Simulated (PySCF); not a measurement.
**[Lu(NH3)3]3+: from a saddle point downhill**

PySCF 2.14.0, RKS PBE0, Lu lcecp-1-SVP with ECP60, N def2-SVP, H def2-SVP; non-relativistic Hamiltonian with scalar-relativistic core potentials where named; density fitting; no spin-orbit coupling. Relaxed within the symmetry of its start, the geometry (C3h) is

```xyz
13

Lu    0.0000    0.0000    0.0000
N     2.3393    0.0009    0.0000
H     2.7910   -0.4678    0.8089
H     2.7910   -0.4678   -0.8089
H     2.7914    0.9350    0.0000
N    -1.1704    2.0254    0.0000
H    -0.9904    2.6510    0.8089
H    -0.9904    2.6510   -0.8089
H    -2.2054    1.9499    0.0000
N    -1.1689   -2.0263    0.0000
H    -1.8007   -2.1832    0.8089
H    -1.8007   -2.1832   -0.8089
H    -0.5859   -2.8849    0.0000
```

and its lowest harmonic modes are -41, -39, -38, -38, 82, 82 cm⁻¹ (negative: unstable). It was moved along the lowest mode and relaxed again, within the group C3 that the move left.

(1) Where does it end, and how much lower?

(2) How do the contacts change?

(3) Is the end a minimum?

An lcecp potential fixes the number of 4f electrons, so in runs with it no electron can move into or out of that shell.

State: singlet in the valence, with the 4f electrons in the core potential.

Answers

(1) In C3, 0.037 eV lower, after 29 steps:
```xyz
13

Lu    0.0000    0.0000   -0.6486
N     2.2096    0.0152    0.0906
H     2.3739   -0.3463    1.0497
H     2.8733   -0.5461   -0.4789
H     2.6681    0.9465    0.1164
N    -1.1179    1.9060    0.0906
H    -0.8871    2.2291    1.0497
H    -0.9637    2.7614   -0.4789
H    -2.1538    1.8374    0.1164
N    -1.0917   -1.9211    0.0906
H    -1.4869   -1.8827    1.0497
H    -1.9096   -2.2153   -0.4789
H    -0.5143   -2.7839    0.1164
```

(2) 
```tsv
contact	saddle (Å)	end (Å)
Lu1–N2 (NH3)	2.339	2.330
Lu1–N6 (NH3)	2.339	2.330
Lu1–N10 (NH3)	2.339	2.330
```


(3) Yes; lowest modes 56, 70, 70, 78, 83, 83 cm⁻¹.
